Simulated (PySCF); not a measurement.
The dipole of `F[SiH2][SiH2]N(C[SiH3])C1CC1` from its density and from atomic charges.

Coordinates (GFN2-xTB, Å) and charges (e) from the PBE0/pcSseg-1 density (PySCF):

```
atom       x       y       z  Mulliken      IAO  Hirshfeld  ESP-fitted
  F1   4.386   0.408   0.660   -0.4430  -0.5505    -0.2202     -0.2906
 Si2   2.878   0.977   0.525   +0.6717  +0.7993    +0.3314     +0.4524
 Si3   1.693  -0.623  -0.611   +0.4036  +0.5685    +0.2773     +0.2758
  N4   0.040  -0.502  -0.151   -0.7614  -0.5039    -0.1727     -0.3146
  C5  -0.866  -1.625  -0.300   -0.2619  -0.4104    -0.1079     -0.3085
 Si6  -1.983  -1.942   1.216   +0.4676  +0.5867    +0.3085     +0.3270
  C7  -0.615   0.723   0.150   -0.0710  -0.0366    +0.0025     +0.2721
  C8  -1.555   1.351  -0.843   -0.1701  -0.3035    -0.0900     -0.3242
  C9  -0.244   2.005  -0.529   -0.2326  -0.3014    -0.0869     -0.3272
 H10   2.529   1.279   1.912   -0.0970  -0.1268    -0.0753     -0.1006
 H11   3.102   2.251  -0.159   -0.1091  -0.1348    -0.0811     -0.1052
 H12   1.887  -0.540  -2.083   -0.0775  -0.1453    -0.0924     -0.0928
 H13   2.069  -2.004  -0.267   -0.0688  -0.1106    -0.0741     -0.0686
 H14  -0.259  -2.511  -0.489   +0.1406  +0.1488    +0.0426     +0.1616
 H15  -1.492  -1.486  -1.192   +0.1357  +0.1279    +0.0318     +0.1150
 H16  -1.172  -1.941   2.434   -0.0681  -0.1149    -0.0754     -0.0801
 H17  -2.621  -3.245   1.019   -0.0841  -0.1146    -0.0770     -0.0853
 H18  -3.026  -0.918   1.318   -0.0817  -0.1188    -0.0779     -0.0911
 H19  -0.914   0.802   1.196   +0.1468  +0.1290    +0.0375     +0.0278
 H20  -1.653   0.880  -1.809   +0.1345  +0.1528    +0.0495     +0.1511
 H21  -2.467   1.799  -0.479   +0.1345  +0.1531    +0.0506     +0.1326
 H22  -0.239   2.911   0.057   +0.1369  +0.1561    +0.0526     +0.1381
 H23   0.516   1.977  -1.294   +0.1544  +0.1498    +0.0470     +0.1352
```

Q: What dipole does each set of charges give (1 e·Å = 4.803 D), and what does the density give?

A: The full density gives (-2.70, 0.55, -0.63) D, 2.83 D in size; dipole vectors point from the negative to the positive end.

```json
{"scheme": "Mulliken", "μx": "-4.32", "μy": "1.41", "μz": "-0.34", "size (D)": "4.55", "share of the full size (%)": "161", "angle to the full dipole (°)": "11"}
{"scheme": "IAO", "μx": "-3.83", "μy": "0.86", "μz": "-0.08", "size (D)": "3.93", "share of the full size (%)": "139", "angle to the full dipole (°)": "12"}
{"scheme": "Hirshfeld", "μx": "-2.11", "μy": "0.35", "μz": "-0.26", "size (D)": "2.16", "share of the full size (%)": "76", "angle to the full dipole (°)": "6"}
{"scheme": "ESP-fitted", "μx": "-2.73", "μy": "0.49", "μz": "-0.72", "size (D)": "2.86", "share of the full size (%)": "101", "angle to the full dipole (°)": "2"}
```

Q: Which set comes closest?

A: Length of the difference vector: ESP-fitted 0.11 D, Hirshfeld 0.72 D, IAO 1.30 D, Mulliken 1.85 D. Closest: ESP-fitted. ESP charges are fitted to the potential around the molecule, whose slowest-falling term is the dipole's. The schemes that divide the density aren't constrained to reproduce the dipole.

Q: What is left for the Hirshfeld atoms' own dipoles?

A: The shares of the density sum to the whole, so what Σ q r misses lies in dipoles about the nuclei. The atomic dipoles sum to (-2.70, 0.55, -0.63) − (-2.11, 0.35, -0.26) = (-0.59, 0.20, -0.37) D, 0.72 D in size.

Q: With the origin at the mean of the coordinates, (0.000, 0.001, 0.012) Å, which are the largest single terms, by size, of the Mulliken dipole along the direction of the full one?

A: F1 +9.06, Si2 -8.63, Si3 -3.10, Si6 +2.80, H21 +1.82 D; all 23 atoms together +4.47 D. The single terms depend on the origin, their sum doesn't.

Q: Give the size of the full dipole in other units.

A: 2.83 D = 1.114 au = 0.589 e·Å = 9.44 × 10⁻³⁰ C·m.

One conformer (not necessarily the lowest) at the GFN2-xTB geometry, without solvent, vibrations or thermal averaging.

Conformer computed: `[F:1][SiH2:2][SiH2:3][N:4]([CH2:5][SiH3:6])[CH:7]1[CH2:8][CH2:9]1`: F1–Si2–Si3–N4 153°, Si2–Si3–N4–C5 -158°, Si3–N4–C5–Si6 135°, Si3–N4–C7–C8 104°.
